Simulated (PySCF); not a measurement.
PySCF job for SiHF₂Cl, SMILES F[SiH](F)Cl, KT2/pcSseg-2. Geometry: ωB97X-D3(BJ)/def2-SVP.

```python
import numpy as np
from pyscf import gto, scf, dft
from pyscf.prop.nmr import rks as nmr

mol = gto.M(
    atom='''
    Si   -0.42167721   -0.36541384    0.00000001
    F    -1.10431564    0.29467202    1.29570977
    F    -1.10431565    0.29467202   -1.29570978
    Cl    1.55444570    0.09574047   -0.00000000
    H    -0.64441432   -1.81589051    0.00000001
    ''',
    basis='pcSseg-2',
    charge=0,
    spin=0,
    max_memory=1600,
    verbose=3,
)
mf = dft.RKS(mol, xc='kt2').density_fit(auxbasis='def2-universal-jkfit')
mf.grids.level = 3
mf.conv_tol = 1e-10
mf.max_cycle = 100
mf.kernel()
n = nmr.NMR(mf)
n.verbose = 2
n.max_cycle_cphf = 60
sigma = n.kernel()
print('atom   isotropic/ppm   span/ppm')
for i, s in enumerate(sigma):
    w = np.linalg.eigvalsh((s + s.T) / 2)
    print(f'{mol.atom_symbol(i):2s}{i + 1:3d} {w.mean():14.3f} {w[2] - w[0]:11.3f}')
```

Log of the run:

```
converged SCF energy = -958.756026680347
atom   isotropic/ppm   span/ppm
Si  1        383.917      44.377
F   2        278.035     144.647
F   3        278.035     144.647
Cl  4        841.232     316.887
H   5         25.563      10.017
```

The calculation finished and met its thresholds.
